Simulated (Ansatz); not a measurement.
Consider the formal loss of a carbene: `C=N[SiH2]CF` → `C=N[SiH2]F` + `[CH2]` (triplet).

Computed with Ansatz on PBE0-D4/def2-TZVP structures; ΔE is electronic, products minus reactants. CCSD(T)/CBS is the MP2 limit (def2-TZVPP, def2-QZVPP) plus CCSD(T) − MP2 in def2-TZVPP, frozen cores. This one scheme is used for every species. DFT in def2-TZVPP. Triplets are unrestricted, without spin–orbit coupling. One conformer a species, not always the lowest.

```json
{"species": "`C=N[SiH2]CF`", "revPBE energy (Eh)": "-523.85821"}
{"species": "`C=N[SiH2]F`", "revPBE energy (Eh)": "-484.61956"}
{"species": "`[CH2]` (triplet)", "revPBE energy (Eh)": "-39.15798"}
```

Question: Work out ΔE.

Answer: ΔE = (-484.61956) + (-39.15798) − (-523.85821) = 0.08067 Eh = +2.20 eV. CCSD(T)/CBS gives +2.22 eV.

Question: What do rigid-rotor, harmonic-oscillator terms from PBE0-D4/def2-TZVP frequencies (298.15 K, 1 bar) make of the CCSD(T)/CBS value? (Best estimate.)

Answer: Computed: ΔZPE = -0.25 eV, ΔH = +2.03 eV, ΔS = 155 J/(mol·K), ΔG = +1.55 eV. Open shells count their whole term as degenerate.

Largest T1 diagnostic among the species: 0.013.

At CCSD(T), def2-SVP lies −0.04 eV from the extrapolated value and def2-TZVPP −0.09 eV. Leaving LDA and LC-ωPBE aside and taking each functional with its dispersion term where it has one, the values, not all of them listed here, spread over 0.52 eV, from r2SCAN0-D4 to PBE-D4. LDA lies +0.70 eV from PBE without D4.
